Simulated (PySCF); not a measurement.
## Radial density of Rh⁺ (rhodium, charge +1)

UHF, [Kr] 4d8, high-spin 3F determinant. All numbers are calculated (PySCF 2.14, the spin-free X2C one-electron Hamiltonian (Gaussian nucleus), in x2c-TZVPall (8s6p6d1f, 63 functions)).

| r (bohr) | 4πr²ρ (e/bohr) | 4πr²(ρα − ρβ) |
| --- | --- | --- |
| 0.0349 | 51.64 | -0.0011 |
| 0.0586 | 52.89 | 0.0037 |
| 0.0986 | 71.92 | 0.0587 |
| 0.166 | 50.95 | 0.2562 |
| 0.279 | 55.43 | 0.3137 |
| 0.469 | 32.41 | -0.0061 |
| 0.790 | 14.74 | 0.8909 |
| 1.33 | 10.93 | 1.4806 |
| 2.23 | 2.120 | 0.4307 |
| 3.76 | 0.1466 | 0.0214 |
| 6.32 | 0.0007216 | -0.0001 |

Densities and radii are taken from the X2C orbitals without a picture-change correction, which distorts them close to the nucleus.

(1) Where is the radial spin density 4πr²(ρα − ρβ) most negative, and why is it negative at all?

Answers

(1) Around r = 0.469 bohr, down to -0.0061 e/bohr: exchange with the open shell polarises the paired shells in an unrestricted calculation.
